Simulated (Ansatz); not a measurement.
`CC(C)[O][AlH][Cl]`, relaxed with RKS PBE0-D4/def2-TZVP in Ansatz 0.2.0 from a PBE-D4/def2-SVP geometry. The force threshold is 0.005 eV/Å; the program also tests the step.

Charge 0, multiplicity 1.

Start:

```xyz
14

C     0.102   -1.518   -1.065
C     0.382   -0.309   -0.175
C     0.328    1.013   -0.944
O    -0.567   -0.307    0.886
Al   -0.897    0.592    2.297
Cl    0.420    2.140    2.903
H    -0.908   -1.435   -1.518
H     0.135   -2.452   -0.470
H     0.849   -1.594   -1.881
H     1.406   -0.418    0.259
H    -0.684    1.165   -1.374
H     1.062    1.022   -1.776
H     0.561    1.866   -0.275
H    -2.188    0.233    3.131
```

(1) How much energy does the relaxation release, and in how many steps? (Estimate.)

(2) Which bonds change most? (Estimate.)

(3) Give the relaxed structure. (Best estimate.)

## Answers

(1) Ansatz gave: 1.69 kcal/mol, in 39 steps, 2 of them rejected.

(2) Computed: O4–Al5 from 1.705 to 1.673 Å; Al5–Cl6 from 2.121 to 2.098 Å; C2–H10 from 1.117 to 1.099 Å; C3–H11 from 1.110 to 1.093 Å.

(3) Computed: 
```xyz
14

C     0.211   -1.425   -0.812
C     0.295   -0.032   -0.221
C     0.197    1.044   -1.283
O    -0.757    0.139    0.706
Al   -0.877    0.426    2.350
Cl    0.883    0.604    3.478
H    -0.746   -1.560   -1.321
H     0.294   -2.183   -0.029
H     1.015   -1.589   -1.533
H     1.259    0.072    0.298
H    -0.760    0.970   -1.805
H     1.002    0.941   -2.015
H     0.268    2.037   -0.834
H    -2.283    0.556    3.022
```
